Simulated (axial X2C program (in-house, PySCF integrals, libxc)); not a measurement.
## Spin–orbit effects along a row: molecules with Ga (ions), PBE0

Computed with an in-house all-electron X2C program for linear molecules (integrals from PySCF), spin-free (one-electron X2C) or two-component (2c: spin–orbit coupling with atomic mean-field Coulomb and Gaunt terms, which also bring small scalar terms), in Dyall basis sets with cores contracted in-house; open shells are unrestricted.

Basis sets: B dyall-v3z, C dyall-v3z, F dyall-av3z, Ga dyall-cv3z, Li dyall-cv3z, O dyall-av3z.

```tsv
molecule	spin-free state	Re (Å)	ωe (cm⁻¹)	De (eV)	2c state	Re 2c (Å)	ωe 2c (cm⁻¹)	De 2c (eV)
LiGa⁺	M_S = 1/2, Λ = 0	3.058	198.7	1.28	Ω = 1/2	3.058	198.6	n/a
GaB⁺	M_S = 1/2, Λ = 0	2.786	208.5	0.90	Ω = 1/2	2.787	208.4	0.90
GaC⁺	M_S = 1, Λ = 0	2.046	377.9	0.40	Ω = 1	2.047	377.5	0.40
GaO⁺	M_S = 1, Λ = 1	1.874	422.9	0.13	Ω = 2	1.874	423.9	0.14
GaF⁺	M_S = 1/2, Λ = 0	1.700	707.7	1.45	Ω = 1/2	1.700	707.2	1.44
```

Fragments in 2c: Ga + Li+, Ga+ + B, Ga+ + C, Ga+ + O, Ga+ + F. Each entry is the lowest single determinant of a limited PBE0 search at one distance. De goes to single-determinant-based atoms at the same level (for ions the charge split of lowest energy) and is withheld (n/a) where an atom does not fit its ground term or J level. Main or longest-lived isotopes. One determinant is a doubtful description, or other states lie close, for GaC⁺, GaO⁺; these need not be ground states, and all values refer to the states named. Some open-shell Ω = 0 determinants are out of reach, so the Ω given for GaC⁺, GaO⁺ need not be the lowest component. With several unpaired electrons the Ω given is that of one determinant, not necessarily of the lowest component. Some light 2c atoms are not at their ground J level, so De misses part of their lowering (0.04 eV or less). The functionals have no current term, which raises determinants with orbital currents. Where the atoms have a lower orbital projection than the molecule, De at mean-field level may be about a tenth of an eV too small.
